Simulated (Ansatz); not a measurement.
`C[S][SnH]([CH3])[F]` + `C=N` → `C=NC` + `[CH3][SnH]([F])[SH]` at 400 K and 1 bar (substitution at a C–S bond).

Calculated with Ansatz (gas phase, PBE0-D4/def2-TZVP geometries, no zero-point term in ΔE). CCSD(T)/CBS is the MP2 limit (def2-TZVPP, def2-QZVPP) plus CCSD(T) − MP2 in def2-TZVPP, frozen cores. This one scheme is used for every species. Elements past krypton have def2 core potentials. For Sn outer-core shells are correlated without core-valence functions, which leaves a few kJ/mol of doubt a bond. One conformer a species, not always the lowest.

| species | CCSD(T)/CBS energy (Eh) | H − E (kJ/mol) | S (J/(mol·K)) |
| --- | --- | --- | --- |
| `C[S][SnH]([CH3])[F]` | -791.97424 | 261.5 | 453.3 |
| `C=N` | -94.52360 | 119.4 | 238.9 |
| `C=NC` | -133.77870 | 198.2 | 278.7 |
| `[CH3][SnH]([F])[SH]` | -752.71910 | 176.5 | 403.7 |

H − E and S are ideal-gas, rigid-rotor, harmonic terms from PBE0-D4/def2-TZVP, for one conformer and one mirror image of each species. 1 Eh = 2625.50 kJ/mol, R = 8.31446 J/(mol·K).

Task: By hand: ΔE, ΔH, ΔS and ΔG.

Result: ΔE = (-133.77870) + (-752.71910) − (-791.97424) − (-94.52360) = 0.00004 Eh = 0.1 kJ/mol. Δ(H − E) = 198.2 + 176.5 − 261.5 − 119.4 = -6.2, so ΔH = -6.1 kJ/mol. ΔS = 278.7 + 403.7 − 453.3 − 238.9 = -9.8 J/(mol·K). ΔG = -6.1 − 400 × (-9.8)/1000 = -2.2 kJ/mol.

Task: By hand: the equilibrium constant, and the temperature at which ΔG would vanish if ΔH and ΔS stayed fixed.

Result: log₁₀ K = −ΔG/(RT ln 10) = 0.3. ΔG = 0 at ΔH/ΔS = 622 K, though so small a ΔH makes that figure unsure.

TΔS isn't small against ΔH here. The sign of ΔG lies within the doubt. A doubt of 5 kJ/mol in ΔE shifts log₁₀ K by 0.7 here. Other conformers and mirror images would add mixing entropy, several J/(mol·K) or more a flexible species. Modes under 60 cm⁻¹, often nearly free rotors, make the harmonic entropy too high. These are equilibria of isolated gas molecules and say nothing of rates. Largest T1 diagnostic: 0.013 (customary marks: 0.02 for closed shells, 0.045 for open ones).
